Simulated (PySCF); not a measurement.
Isomers of C4H13FSSi2, one GFN2-xTB conformer each. Single-point energies are computed at PBE0/pcSseg-1 (PySCF, gas phase, no added dispersion term), electronic only.

```
                   SMILES  GFN2-xTB relative energy (kJ/mol)
    CCS[Si@@H](CF)C[SiH3]                              313.8
CS[SiH2]C[SiH2][C@@H](C)F                              302.1
     CC[Si@H](CF)SC[SiH3]                              324.7
   CC(C)(CS)[SiH2][SiH2]F                              180.7
 CC(C)(C)[Si@H](F)S[SiH3]                                0.0
 C[C@H](S)C[SiH2][SiH2]CF                              385.1
```

Conformers: `[CH3:1][CH2:2][S:3][Si@@H:4]([CH2:5][F:6])[CH2:7][SiH3:8]` with C1–C2–S3–Si4 82°, C2–S3–Si4–C5 62°, S3–Si4–C5–F6 166°, S3–Si4–C7–Si8 -62°; `[CH3:1][S:2][SiH2:3][CH2:4][SiH2:5][C@@H:6]([CH3:7])[F:8]` with C1–S2–Si3–C4 -179°, S2–Si3–C4–Si5 164°, Si3–C4–Si5–C6 51°, C4–Si5–C6–C7 176°; `[CH3:1][CH2:2][Si@H:3]([CH2:4][F:5])[S:6][CH2:7][SiH3:8]` with C1–C2–Si3–C4 58°, C2–Si3–C4–F5 54°, C2–Si3–S6–C7 -60°, Si3–S6–C7–Si8 -177°; `[CH3:1][C:2]([CH3:3])([CH2:4][SH:5])[SiH2:6][SiH2:7][F:8]` with C1–C2–C4–S5 59°, C2–C4–S5–H 75°, C1–C2–Si6–Si7 56°, C2–Si6–Si7–F8 60°; `[CH3:1][C:2]([CH3:3])([CH3:4])[Si@H:5]([F:6])[S:7][SiH3:8]` with C2–Si5–S7–Si8 158°; `[CH3:1][C@H:2]([SH:3])[CH2:4][SiH2:5][SiH2:6][CH2:7][F:8]` with C1–C2–S3–H -64°, C1–C2–C4–Si5 174°, C2–C4–Si5–Si6 44°, C4–Si5–Si6–C7 55°, Si5–Si6–C7–F8 -52°.

Question: What does PBE0/pcSseg-1 give for the same structures?

Answer: 
| SMILES | PBE0/pcSseg-1 E (Eh) | PBE0/pcSseg-1 (kJ/mol) | GFN2-xTB (kJ/mol) | point group |
| --- | --- | --- | --- | --- |
| CC(C)(C)[Si@H](F)S[SiH3] | -1236.64577 | 0.0 | 0.0 | C1 |
| CC(C)(CS)[SiH2][SiH2]F | -1236.57393 | 188.6 | 180.7 | C1 |
| CS[SiH2]C[SiH2][C@@H](C)F | -1236.55536 | 237.4 | 302.1 | C1 |
| CCS[Si@@H](CF)C[SiH3] | -1236.55071 | 249.6 | 313.8 | C1 |
| CC[Si@H](CF)SC[SiH3] | -1236.54268 | 270.7 | 324.7 | C1 |
| C[C@H](S)C[SiH2][SiH2]CF | -1236.51595 | 340.9 | 385.1 | C1 |

Both levels put the same isomer lowest; measured from each level's own lowest isomer, the values differ by up to 64.7 kJ/mol (CS[SiH2]C[SiH2][C@@H](C)F: 302.1 against 237.4). As drawn, the lowest has an Si–F bond, which the highest lacks; the highest has an S–H bond and an Si–Si bond, which the lowest lacks.

Question: Which frontier levels, dipoles and rotational constants go with these structures?

Answer: 
| SMILES | HOMO (eV, PBE0/pcSseg-1) | LUMO (eV) | dipole (D) | A, B, C (MHz) |
| --- | --- | --- | --- | --- |
| CC(C)(C)[Si@H](F)S[SiH3] | -7.46 | -0.04 | 0.69 | 2222, 677.6, 603.0 |
| CC(C)(CS)[SiH2][SiH2]F | -6.88 | -0.82 | 2.73 | 1662, 662.6, 546.8 |
| CS[SiH2]C[SiH2][C@@H](C)F | -6.58 | 0.34 | 1.80 | 2817, 462.3, 410.5 |
| CCS[Si@@H](CF)C[SiH3] | -6.90 | 0.03 | 1.77 | 1498, 680.7, 535.0 |
| CC[Si@H](CF)SC[SiH3] | -6.96 | -0.02 | 1.82 | 2182, 509.3, 451.8 |
| C[C@H](S)C[SiH2][SiH2]CF | -6.86 | -0.09 | 1.19 | 1454, 728.5, 635.3 |
